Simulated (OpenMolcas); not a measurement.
Ti2+ (d2) among equal point charges was computed by CASSCF with the d shell active (OpenMolcas, ANO-RCC-VDZP on the metal). Its lowest spin-free states, and all those of the highest spin:

```tsv
2S+1	Degeneracy	E (cm-1)
3	1	0.0
1	2	9596
3	2	10108
3	2	11039
1	1	15485
1	2	19705
3	2	23476
1	2	24526
3	2	26878
1	2	27515
3	1	33833
1	2	38977
```

Problem. Is the site octahedral, tetrahedral or cube-like, axial, or of lower symmetry?

Solution. The states with 2S+1 = 3 have orbital degeneracies 1, 2, 2, 2, 2, 1. There are pairs but no triples, so the site is axial: not cubic, but with a proper or improper axis of order three or more. The run had Ti2+ among 5 point charges of -2.6 e arranged as a trigonal bipyramid (D3h), 1.82 Å from the ion, with the axial distance 2.129 Å. The active orbitals were held to one l.

Without dynamic correlation the repulsion within the d shell is too large (B by tens of per cent), so at a given field states of lower spin stand too high. This is an electrostatic model: the charges have no orbitals. An unlabelled pair can be two single states that coincide in this model. No measured value stands beside these numbers.
